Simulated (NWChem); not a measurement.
CH5ClO2Si; SMILES CO[Si@H](O)Cl

```xyz
10

C      1.0313     1.9199     0.5536
O      0.3498     1.3588    -0.5569
Si    -0.5319    -0.0444    -0.5111
O     -1.8112     0.0207     0.5554
Cl     0.7058    -1.6146     0.1063
H      1.8026     1.2238     0.9526
H      0.3297     2.1771     1.3784
H      1.5357     2.8493     0.2221
H     -1.0227    -0.2547    -1.8941
H     -1.6940    -0.4825     1.3796
```
Atoms are numbered in this order, from 1.

Program: NWChem. Medium grid unless said otherwise, to which SCAN and Minnesota functionals are sensitive. The geometry was optimised at PBE-D3(BJ)/def2-SVP. B3LYP is NWChem's, with the RPA form of VWN correlation.

Q: Order these by “orbital gap (eV)”, lowest first: PW6B95/def2-SVP; BLYP/def2-SVP; LC-wPBE (HJS exchange hole, range parameter 0.4 per bohr)/def2-SVP; LC-BLYP (range parameter 0.33 per bohr)/def2-SVP.

A: BLYP/def2-SVP (6.86), PW6B95/def2-SVP (9.69), LC-BLYP (range parameter 0.33 per bohr)/def2-SVP (13.56), LC-wPBE (HJS exchange hole, range parameter 0.4 per bohr)/def2-SVP (14.79)
